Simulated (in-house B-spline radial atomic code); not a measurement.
Ionising Os8+ with different functionals

Computed with an all-electron radial atomic-structure program (B-spline basis): four-component Dirac-Coulomb Hamiltonian, Fermi nucleus of rms radius 5.4126 fm, spin-restricted, spherical fractional occupations for the functionals. The ionisation energy is the difference of two self-consistent energies, [Xe] 4f14 → [Kr] 4d10 4f14 5s2 5p5, without Breit or QED terms; ε is the level of the shell that loses the electron (mean over j). The electron is taken from both j subshells in proportion to 2j + 1, so the result is a j average, not the step between ground levels.

Hybrids are left out here: with spherical fractional occupations of an open shell their exact exchange keeps a self-interaction that integer-occupation calculations don't have.

| method | rung | ΔSCF (eV) | -ε(5p) (eV) |
| --- | --- | --- | --- |
| LDA VWN5 | LDA | 173.36 | 163.31 |
| relativistic LDA | LDA | ? | ? |
| LDA PW92 | LDA | 173.35 | 163.30 |
| LDA exchange-only | LDA | 171.40 | 161.35 |
| PBE | GGA | 172.91 | 162.89 |
| PBEsol | GGA | ? | ? |
| BLYP | GGA | 172.76 | 162.72 |
| RPBE | GGA | 172.83 | 162.82 |
| PW91 | GGA | 173.05 | 163.03 |
| BP86 | GGA | 173.08 | 163.05 |
| AM05 | GGA | 173.08 | 163.05 |
| OLYP | GGA | 173.38 | 163.37 |

Question: What does PBEsol give?

Answer: ΔSCF 173.01 eV, and -ε(5p) = 162.98 eV.

Question: What does relativistic LDA give?

Answer: ΔSCF 173.12 eV, and -ε(5p) = 163.09 eV.

Question: How do they compare with the NIST value?

Answer: NIST lists 168.7 eV ± 0.5 (semi-empirical, ground level to ground level). Errors run from +2.70 to +4.68 eV. The correlated functionals all miss on the same side by more than they spread, so the cause is common to them (Breit-QED terms, spin polarisation, the choice among j levels, multiplet and fine-structure energies, or a listed next ion that isn't the cheapest removal here) and closeness doesn't rank the functionals.
